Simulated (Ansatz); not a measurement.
This geometry of AlClF2H2 (6 atoms, charge 0, multiplicity 1) is a first-order saddle point.

Theory: Ansatz 0.2.0, RKS B3LYP-D4/def2-SVP.

```xyz
6
Properties=species:S:1:pos:R:3
Al -0.077 -0.187 0.007
H -0.098 0.077 1.664
F 1.413 0.017 -0.690
Cl -1.818 0.248 -1.060
F -0.148 -1.896 0.830
H -0.132 -1.133 1.591
```

Problem. Which two structures does it join? (They come from a converged band through this point; their orientation in space is the band's.)

Solution. Bonds broken: Al1–H2, F5–H6. Bonds formed: H2–H6. AlClF2H2 becomes AlClF2 + H2.

Initial state:

```xyz
6
Properties=species:S:1:pos:R:3
Al -0.076 0.061 0.090
H -0.071 0.609 1.571
F 1.386 -0.073 -0.702
Cl -1.808 0.188 -1.103
F -0.180 -1.850 0.775
H -0.111 -1.810 1.711
```

Final state:

```xyz
6
Properties=species:S:1:pos:R:3
Al -0.085 -0.640 -0.263
H -0.045 0.168 1.839
F 1.381 0.091 -0.488
Cl -1.820 0.317 -0.897
F -0.130 -2.232 0.191
H -0.161 -0.580 1.960
```

Problem. How far does it lie above each of them?

Solution. 0.159 eV above the first and 1.253 eV above the second. This is the barrier of this one path; another mechanism may lie lower. The orbitals stay closed-shell, which can raise the energy where a bond breaks towards radicals; this wasn't checked here.

Run time: 2.5 min on 1 thread of Arm Neoverse V1 (shared host), peak memory 0.14 GiB.
